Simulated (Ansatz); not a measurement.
Frontier orbitals of CH2IN (`N=CI`).

```xyz
5

N     0.877   -0.017    0.528
C    -0.188    0.004   -0.115
I    -0.236    0.667   -2.112
H     0.731   -0.363    1.478
H    -1.184   -0.291    0.221
```

Charge 0, multiplicity 1. Correlated methods include outer-core shells of I, which these sets cover unevenly. I takes the def2 core potential. All single points use the PBE0-D4/def2-TZVP geometry. It is one conformer, not always the lowest. Basis def2-TZVPP, Ansatz 0.2.0.

A caution on the coupled-cluster cation, which keeps the state that its UHF reference found: spin contamination of the cation.

```csv
functional,HOMO (eV),LUMO (eV),gap (eV)
PBE,-6.50,-2.01,4.49
PBE0,-7.63,-0.93,6.70
B3LYP,-7.40,-1.17,6.23
CAM-B3LYP,-8.87,0.22,9.09
LC-ωPBE,-10.21,1.44,11.65
ωB97M-V,-9.74,1.15,10.89
```

What is the vertical ionisation energy at frozen-core CCSD(T)/def2-TZVPP? (Best estimate.)

Ansatz gave: 9.88 eV (T1 of the cation 0.029).

From PBE to PBE0 the HOMO moves by −1.13 eV and the LUMO by +1.07 eV, and with ωB97M-V by −3.23 and +3.15 eV, so the gap grows from 4.50 to 10.88 eV with exact exchange. A positive LUMO is unbound and depends on the basis. −ε(HOMO) differs from that ionisation energy by −3.38 eV with PBE and −0.14 eV with ωB97M-V.

B3LYP here is the variant with VWN-RPA as its local correlation; programs differ in this. LC-ωPBE has ω = 0.4 bohr⁻¹.
